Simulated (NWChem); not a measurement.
C₂H₃FSi; SMILES C#C[SiH2]F

```xyz
7

Si    -0.4849     0.6241    -0.0004
F      0.8426     1.5575     0.0006
C      0.0182    -1.1320    -0.0013
C      0.3352    -2.3067    -0.0018
H     -1.2608     0.9256    -1.2305
H     -1.2617     0.9243     1.2294
H      0.6178    -3.3452    -0.0022
```
Atoms are numbered in this order, from 1.

Results from NWChem. Pople sets run with spherical d functions. STO-3G and 3-21G are far too small for this property and stand as cheap habits. Structure relaxed at the PBE0/def2-SVP level. Field at 589 nm.

| level | isotropic polarisability (bohr³) | anisotropy (bohr³) | relative time |
|---|---|---|---|
| B3LYP/STO-3G | 20.7 | 23.0 | 1 |
| B3LYP/6-31G* | 37.5 | 32.4 | 5 |
| B3LYP/def2-SVP | 40.0 | 32.0 | 5 |
| B3LYP/def2-SVPD | 49.6 | 28.7 | 10 |
| B3LYP/aug-cc-pVDZ | 50.6 | 29.1 | 40 |

Relative times are rough (shared machine, one core).
